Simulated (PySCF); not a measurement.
# How the method changes the constants of SnBi

State: ²Π (doublet), unpaired electrons π ↑. Set-up: PySCF, scalar-relativistic core potentials, basis sets Sn def2-SVP with ECP28, Bi def2-SVP with ECP60. De refers to Sn + Bi in their high-spin ground configurations, without counterpoise correction. The functionals are run spin-unrestricted. A positive dipole means Sn(−)Bi(+). Levels whose curve was spin-contaminated or gave no clean fit are not listed.

```csv
Level,Re (Å),ωe (cm⁻¹),De (eV),μ (D)
UHF-CCSD,2.744,189,1.39,n/a
UHF-CCSD(T),2.768,178,1.63,n/a
PBE,2.745,188,2.49,-0.57
PW91,2.743,188,2.52,-0.58
r²SCAN,2.727,182,2.08,-0.60
PBE0,2.709,190,2.10,-0.71
MN15,2.700,188,2.11,-0.78
```

Which functional lies closest to UHF-CCSD(T) in De, which farthest, and by how much do they differ from it?

Closest is r²SCAN (-4.1 pm in Re, +2.2 % in ωe, +0.45 eV in De against UHF-CCSD(T) in the same basis), farthest PW91 (-2.5 pm in Re, +5.6 % in ωe, +0.89 eV in De). CCSD(T) converges more slowly with the basis than the functionals do and binds too weakly in this one, so the order can change at the basis-set limit.

What does a quarter of exact exchange do here, going from PBE to PBE0?

PBE0 less PBE: -3.6 pm in Re, +1.1 % in ωe, -0.39 eV in De. Exact exchange removes part of the self-interaction that spreads semilocal densities, and in most molecules shortens and stiffens the bond and lowers De; so it does here.

What does the triples do here, going from UHF-CCSD to UHF-CCSD(T)?

UHF-CCSD(T) less UHF-CCSD: +2.4 pm in Re, -5.8 % in ωe, +0.24 eV in De. Correlation nearly always deepens the well. The bond lengthens, as in strong covalent bonds, where excitations into antibonding orbitals dominate.

Correlated steps freeze 8 core orbitals. Correlated levels converge slowly with the basis: in double zeta they bind strong bonds too weakly, by up to about 1 eV, and carry superposition errors of some tenths. These are scalar-relativistic numbers at best; spin–orbit coupling would shift them, the dissociation energy most. The state was picked by a PBE0 search and need not be the measured ground state.
